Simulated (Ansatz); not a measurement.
Reactions of `FC(F)C(F)C(F)(F)C(F)F`.

Gas-phase electronic energies from Ansatz, PBE0-D4/def2-TZVP geometries. CBS: MP2 limit from def2 TZ/QZ plus the TZ coupled-cluster correction, frozen cores. This one scheme is used for every species, atoms too. For atomizations the MP2-based limit and the directly extrapolated one differ by several kJ/mol either way, and by 10 to 25 for some Ge, Se and Sn compounds, so smaller differences from it don't rank the levels. Functionals use def2-TZVPP. No spin–orbit coupling; open shells (•) take unrestricted orbitals. Spin–orbit coupling would lower the free atoms: a little for C, F. One conformer a species, not always the lowest.

| reaction | CCSD(T)/CBS(def2) (kJ/mol) |
| --- | --- |
| `FC(F)C(F)C(F)(F)C(F)F` → `FCC(F)(F)C(F)(F)C(F)F` | ? |
| `FC(F)C(F)C(F)(F)C(F)F` → `FC(F)C(F)(F)C(F)F` + `[CH]F` | 376 |
| `FC(F)C(F)C(F)(F)C(F)F` + H–F → `FC(F)C(F)F` + `FC(F)C(F)F` | 30 |
| `FC(F)C(F)C(F)(F)C(F)F` + H–F → `FC(F)C(F)(F)C(F)F` + difluoromethane | 32 |
| `FC(F)C(F)C(F)(F)C(F)F` + H₂ → `FCC(F)F` + `FC(F)C(F)F` | -55 |
| `FC(F)C(F)C(F)(F)C(F)F` → `FC(F)C(F)C(F)(F)F` + `[CH]F` | 353 |
| `FC(F)C(F)C(F)(F)C(F)F` → 4 C• + 7 F• + 3 H• | ? |
| `FC(F)C(F)C(F)(F)C(F)F` + H–F → `FC(F)C(F)C(F)(F)F` + difluoromethane | 8 |
| `FC(F)C(F)C(F)(F)C(F)F` → `FC(F)CC(F)(F)C(F)(F)F` | ? |
| `FC(F)C(F)C(F)(F)C(F)F` + H–F → `FC(F)C(F)(F)F` + `FCC(F)F` | 1 |

Q: Fill in the missing values. (An estimate is asked.)

A: The calculation gave: `FC(F)C(F)C(F)(F)C(F)F` → `FCC(F)(F)C(F)(F)C(F)F`: +6.3 kJ/mol; `FC(F)C(F)C(F)(F)C(F)F` → 4 C• + 7 F• + 3 H•: +5738.5 kJ/mol; `FC(F)C(F)C(F)(F)C(F)F` → `FC(F)CC(F)(F)C(F)(F)F`: -69.2 kJ/mol.

Largest T1 diagnostic: 0.018, for `[CH]F`.
